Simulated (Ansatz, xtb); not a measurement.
**ClH2NSi2: where a starting geometry ends**

The starting geometry of this gas-phase singlet was built from a drawn formula by distance geometry and a force field; its bonds are those of `Cl[Si]1=N[SiH2]1`.

```xyz
6

Cl   -1.4653   -2.2529   -2.2819
N    -1.4653   -0.4448    0.2044
Si   -0.6109   -0.6709   -1.2641
Si   -0.0868   -1.2932    0.8827
H     0.7271   -0.3312    1.6730
H    -0.5374   -2.5506    1.4445
```

Q: Predict what becomes of its bonds when it is optimised with r2SCAN-D4/def2-SVP.

A: A bond breaks, leaving `[SiH2]=N[Si]Cl`. Contacts that open: Si3–Si4 (2.30 → 3.28 Å).

The energy falls by 2.08 eV over 18 steps:

```json
{"step": "1", "E − E(last) (eV)": "2.083"}
{"step": "3", "E − E(last) (eV)": "1.230"}
{"step": "5", "E − E(last) (eV)": "0.901"}
{"step": "7", "E − E(last) (eV)": "0.621"}
{"step": "9", "E − E(last) (eV)": "0.385"}
{"step": "10", "E − E(last) (eV)": "0.275"}
{"step": "12", "E − E(last) (eV)": "0.084"}
{"step": "14", "E − E(last) (eV)": "0.008"}
{"step": "16", "E − E(last) (eV)": "0.002"}
{"step": "18", "E − E(last) (eV)": "0.000"}
```

Final geometry (Å):

```xyz
6

Cl   -1.2933   -1.9577   -2.9028
N    -0.8308   -0.9847   -0.1431
Si   -1.6641   -0.4034   -1.4920
Si   -0.1176   -1.3060    1.2551
H     1.2608   -0.8565    1.5820
H    -0.7936   -2.0353    2.3595
```

From the same start GFN2-xTB reaches the same bonding as this run.

The end wasn't checked by frequencies. Run with Ansatz 0.2.0, 73 s on 1 thread of Arm Neoverse V1, with other jobs on the host.
